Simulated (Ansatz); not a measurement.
Input file for Ansatz (an electronic-structure program): U-CCSD(T)/def2-TZVPP on TaGe, 2S+1 = 6, a spin state set in the input, which need not be the lowest, a point of a bond scan (R = 2.504 Å). Elements past Kr take the def2 small-core potentials; no spin–orbit coupling.

Ansatz 0.2 input:
```yaml
crystal:
  periodic: [false, false, false]
  atoms:
    - {symbol: Ta, position_ang: [0.00000000, 0.00000000, 0.00000000]}
    - {symbol: Ge, position_ang: [0.00000000, 0.00000000, 2.50427300]}
basis:
  gaussian:
    orbitals: def2-TZVPP
magnetization: {spin_polarized: true, initial_magnetization: 5}
correlation: {method: ccsd_t, electrons: valence}
output: {orbitals: {seedname: ./end}}
```

It printed:

```
WARN ansatz: RAYON_NUM_THREADS=2 ignored (pool sized by the plan → 2); use --threads N
Functional definition: HF
integrals: 0.20 GiB planned
683 factors; integrals over basis functions are off by at most 5.7e-4 eV
mean field: 0.32 GiB planned
mean field evaluation 1: about -58003.8377 eV, gradient 8.1e0 eV
mean field evaluation 2: about -58003.8491 eV, gradient 8.1e0 eV
mean field evaluation 4: about -58004.9064 eV, gradient 2.5e0 eV
mean field evaluation 8: about -58005.2715 eV, gradient 4.3e-1 eV
mean field evaluation 16: about -58005.2994 eV, gradient 2.7e-3 eV
mean field evaluation 32: about -57591.6505 eV, gradient 5.1e2 eV
mean field evaluation 64: about -58000.7359 eV, gradient 1.4e1 eV
mean field evaluation 96: about -58004.6088 eV, gradient 1.4e-1 eV
mean field evaluation 128: about -58004.2465 eV, gradient 6.2e-1 eV
mean field evaluation 160: about -58003.8265 eV, gradient 2.7e0 eV
mean field evaluation 192: about -58005.0583 eV, gradient 1.5e0 eV
mean field evaluation 224: about -58003.9699 eV, gradient 5.3e0 eV
mean field evaluation 256: about -58004.7965 eV, gradient 2.2e-3 eV
mean field evaluation 288: about -58005.1725 eV, gradient 3.6e-2 eV
mean field evaluation 320: about -58004.8520 eV, gradient 3.9e-3 eV
mean field evaluation 352: about -58005.1647 eV, gradient 1.5e-1 eV
mean field evaluation 384: about -58004.6324 eV, gradient 4.3e0 eV
mean field evaluation 416: about -58005.2993 eV, gradient 5.8e-2 eV
mean field evaluation 448: about -58004.8941 eV, gradient 6.5e0 eV
mean field evaluation 480: about -58004.7030 eV, gradient 5.3e0 eV
mean field evaluation 512: about -58004.1736 eV, gradient 2.9e0 eV
mean field evaluation 544: about -58004.7976 eV, gradient 6.9e-2 eV
mean field evaluation 576: about -58004.9639 eV, gradient 8.9e-1 eV
mean field evaluation 608: about -58005.1723 eV, gradient 2.4e-4 eV
mean field evaluation 640: about -58005.1715 eV, gradient 2.9e-2 eV
mean field evaluation 672: about -58005.1641 eV, gradient 5.1e-2 eV
mean field evaluation 704: about -58004.6118 eV, gradient 1.6e-1 eV
mean field evaluation 736: about -58005.1526 eV, gradient 1.4e-1 eV
mean field evaluation 768: about -58005.1516 eV, gradient 1.1e-1 eV
mean field evaluation 800: about -58005.1347 eV, gradient 3.4e-1 eV
mean field evaluation 832: about -58001.4427 eV, gradient 5.9e0 eV
mean field evaluation 864: about -58004.3009 eV, gradient 7.5e-1 eV
mean field evaluation 896: about -58004.3223 eV, gradient 6.5e-1 eV
mean field evaluation 928: about -58004.2107 eV, gradient 6.3e-4 eV
mean field evaluation 960: about -58003.8928 eV, gradient 7.6e-3 eV
mean field evaluation 992: about -58003.7808 eV, gradient 1.0e0 eV
mean field evaluation 1024: about -58003.9218 eV, gradient 2.2e-2 eV
mean field evaluation 1056: about -58004.2221 eV, gradient 1.2e0 eV
mean field evaluation 1088: about -58002.3596 eV, gradient 6.8e0 eV
mean field evaluation 1120: about -58003.4948 eV, gradient 1.8e0 eV
mean field evaluation 1152: about -58004.6676 eV, gradient 3.8e-1 eV
mean field evaluation 1184: about -58004.1473 eV, gradient 1.2e0 eV
mean field evaluation 1216: about -58003.5985 eV, gradient 9.4e-2 eV
mean field evaluation 1248: about -58004.7965 eV, gradient 1.6e-4 eV
mean field evaluation 1280: about -58003.0236 eV, gradient 1.8e0 eV
mean field evaluation 1312: about -58003.3443 eV, gradient 9.7e-1 eV
mean field evaluation 1344: about -58003.1215 eV, gradient 1.0e0 eV
mean field evaluation 1376: about -58002.4928 eV, gradient 2.2e0 eV
mean field evaluation 1408: about -58003.3667 eV, gradient 1.1e0 eV
mean field evaluation 1440: about -58003.2356 eV, gradient 9.5e-1 eV
mean field evaluation 1472: about -58003.1514 eV, gradient 1.0e0 eV
mean field evaluation 1504: about -58003.8764 eV, gradient 3.9e-6 eV
mean field evaluation 1536: about -58003.8927 eV, gradient 6.0e-4 eV
mean field -58005.29939280 eV, -2131.6554352814 hartree, gradient 3.0e-6 eV, S^2 9.262243; 35 other end points of the search recorded, 0 dependent functions left out
determinant -58005.29939280 eV, -2131.6554352814 hartree, with singles and doubles -58019.35552998 eV, -2132.1719887950 hartree
determinant -58005.17417706 eV, -2131.6508336878 hartree, with singles and doubles -58019.29290061 eV, -2132.1696872083 hartree
determinant -58005.17230117 eV, -2131.6507647502 hartree, with singles and doubles -58019.30709041 eV, -2132.1702086739 hartree
determinant -58004.79651233 eV, -2131.6369547650 hartree, with singles and doubles -58018.35256533 eV, -2132.1351305239 hartree
determinant -58004.66896102 eV, -2131.6322673407 hartree, with singles and doubles -58017.99890405 eV, -2132.1221337119 hartree
determinant -58004.62783941 eV, -2131.6307561496 hartree, with singles and doubles -58018.64351954 eV, -2132.1458228939 hartree
determinant -58004.62438817 eV, -2131.6306293186 hartree, with singles and doubles -58018.65768658 eV, -2132.1463435231 hartree
determinant -58004.21068235 eV, -2131.6154259103 hartree, with singles and doubles -58018.05473065 eV, -2132.1241853014 hartree
determinant -58003.92178689 eV, -2131.6048091981 hartree, with singles and doubles -58016.94580371 eV, -2132.0834329881 hartree
determinant -58003.89273207 eV, -2131.6037414531 hartree, with singles and doubles -58017.50067770 eV, -2132.1038242310 hartree
determinant -58003.87636326 eV, -2131.6031399103 hartree, with singles and doubles -58017.59764815 eV, -2132.1073878293 hartree
determinant -58003.59959433 eV, -2131.5929688396 hartree, with singles and doubles -58017.59936369 eV, -2132.1074508742 hartree
determinant -58003.32633564 eV, -2131.5829267682 hartree, with singles and doubles -58017.52648257 eV, -2132.1047725424 hartree
determinant -58005.29939280 eV, -2131.6554352814 hartree, with singles and doubles -58019.38340187 eV, -2132.1730130683 hartree
determinant -58005.17417706 eV, -2131.6508336878 hartree, with singles and doubles -58019.34511906 eV, -2132.1716062009 hartree
determinant -58005.17230117 eV, -2131.6507647502 hartree, with singles and doubles -58019.34920887 eV, -2132.1717564985 hartree
determinant -58005.12827511 eV, -2131.6491468222 hartree, with singles and doubles -58019.37575523 eV, -2132.1727320593 hartree
determinant -58005.12827511 eV, -2131.6491468222 hartree, with singles and doubles -58019.39766973 eV, -2132.1735374025 hartree
9 core orbitals not correlated
reference -58005.29939280 eV, -2131.6554352814 hartree; 16, 11 occupied and 79, 84 virtual orbitals, 683 factors
second order -13.63694265 eV of doubles, -0.00000000 eV of singles
coupled cluster: 0.74 GiB planned
cycle   1  -14.08401016 eV  change   -1.1e-6 eV  update   2.9e-6
coupled cluster: 0.75 GiB planned
perturbative correction -0.73062534 eV, -0.0268499860 hartree
Total energy: -58020.11402831 eV, -2132.1998630945 hartree
```

The calculation finished and met its thresholds. Its determinant has ⟨S²⟩ = 9.26, a mixture of spin states.

Cost: around 4 core-minutes (rough).
